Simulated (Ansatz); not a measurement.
Cl2F3Nb (`[F][Nb]([F])([F])([Cl])[Cl]`). The species carries charge 0 and has multiplicity 1. Nb takes the def2 core potential. Geometry: relaxed with PBE0-D4/def2-TZVP.

```xyz
6

F    -1.481    1.054    0.372
Nb   -0.053   -0.043    0.023
F     0.753   -1.249    1.148
F    -1.303   -1.376   -0.333
Cl    0.743    0.020   -2.079
Cl    1.341    1.594    0.869
```

Problem. What is the dipole moment at PBE/def2-TZVPP? (Best estimate.)

Solution. Ansatz gave: 0.75 D, with components (0.29, 0.05, -0.69) D in this frame, pointing from negative to positive charge.

Problem. And with r2SCAN, B3LYP, ωB97M-V? (Best estimate.)

Solution. Ansatz gave: r2SCAN 0.78 D, B3LYP 0.91 D, ωB97M-V 0.84 D.

Problem. Give the Mulliken charges with PBE, B3LYP, r2SCAN in def2-TZVPP. (Best estimate.)

Solution. Computed: 
```tsv
atom	PBE	B3LYP	r2SCAN
F1	-0.27	-0.32	-0.31
Nb2	1.25	1.44	1.43
F3	-0.27	-0.32	-0.31
F4	-0.29	-0.34	-0.33
Cl5	-0.19	-0.21	-0.22
Cl6	-0.24	-0.26	-0.27
```

B3LYP here is the variant with VWN-RPA as its local correlation; programs differ in this.
